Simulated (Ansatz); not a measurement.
# Which is lower?

The two ends of one reaction step of Si$_{2}$NH$_{8}$O$_{2}$F$_{3}$, closed shell (PBE0-D4/def2-TZVP).

A:

Si1  (-0.977, -0.143, 0.296)
O2  (0.425, 0.120, -0.585)
Si3  (0.509, 0.927, -2.050)
F4  (-1.961, 0.423, -0.897)
F5  (-1.542, -1.643, 0.255)
O6  (-1.493, 0.921, 1.446)
H7  (0.938, -1.421, 1.467)
N8  (0.196, -0.796, 1.781)
H9  (1.718, -0.748, -0.265)
F10  (2.385, -1.326, 0.103)
H11  (1.961, 0.992, -2.350)
H12  (-0.033, 2.298, -1.912)
H13  (-0.188, 0.179, -3.118)
H14  (-2.183, 1.503, 1.121)
H15  (0.629, -0.006, 2.249)
H16  (-0.384, -1.277, 2.459)
(Å)

B:

```
16
angstrom
Si -1.3857 0.0080 0.9151
O 1.3011 0.3406 -0.8100
Si 1.0918 0.8467 -2.3654
F -1.5401 1.4367 0.2601
F -1.4914 -1.0175 -0.2801
O -2.5436 -0.2877 2.0023
H 0.9382 -1.4418 1.1251
N 0.1021 -0.1423 1.7541
H 1.5379 -0.5845 -0.6485
F 1.4959 -2.0173 0.5879
H 2.3050 0.5813 -3.1852
H 0.8477 2.3060 -2.2894
H -0.0672 0.1762 -3.0117
H -3.4144 -0.5589 1.7099
H 0.8010 0.5373 1.4746
H 0.0215 -0.1830 2.7613
```

Program: Ansatz 0.2.0. Basis: def2-TZVPP. Cores are frozen in the correlated methods. B3LYP uses VWN-RPA correlation.

(1) Which structure is lower at CCSD(T), and by how much? (An estimate is asked for; the value comes from the calculation.)

T1 diagnostic: at most 0.011.

Answers

(1) By the calculation: A, by 0.779 eV (electronic energy, against the other). By their contacts, A is a complex of Si₂NH₇O₂F₂ ([NH3][Si]([OH])([F])([F])[O][SiH3]) + HF and B is a complex of SiNH₃OF₂ ([NH2][Si]([OH])([F])[F]) + SiH₄O ([OH][SiH3]) + HF.

All methods give the same order:

| method | E(B) − E(A) (eV) |
| --- | --- |
| SPW92 | 0.937 |
| PBE-D4 | 0.671 |
| BLYP-D4 | 0.574 |
| r2SCAN-D4 | 0.763 |
| B97M-V | 0.741 |
| PBE0-D4 | 0.726 |
| B3LYP-D4 | 0.635 |
| r2SCAN0-D4 | 0.785 |
| BHLYP-D4 | 0.710 |
| CAM-B3LYP-D4 | 0.705 |
| wB97X-V | 0.753 |
| wB97M-V | 0.765 |
| B2PLYP | 0.673 |
| PBE-QIDH | 0.793 |
| RPA on PBE | 0.768 |
| HF | 0.537 |
| MP2 | 0.775 |
| CCSD | 0.752 |
| CCSD(T) | 0.779 |

Labels in which every atom is bracketed show which atoms are joined, not bond orders.

For scale, one of the runs: CCSD(T)/def2-TZVPP, 382 basis functions, launched by `ansatz run in.yaml --threads 4 --pin off --events-out ev --progress --plain --max-ram 46080MiB --backend cuda --devices 0, --max-vram 37GiB`. The run took 17 s on 4 CPU threads of an AMD EPYC 7R13 and a share of one NVIDIA H100 (shared host), with 0.91 GiB of host memory at its peak.
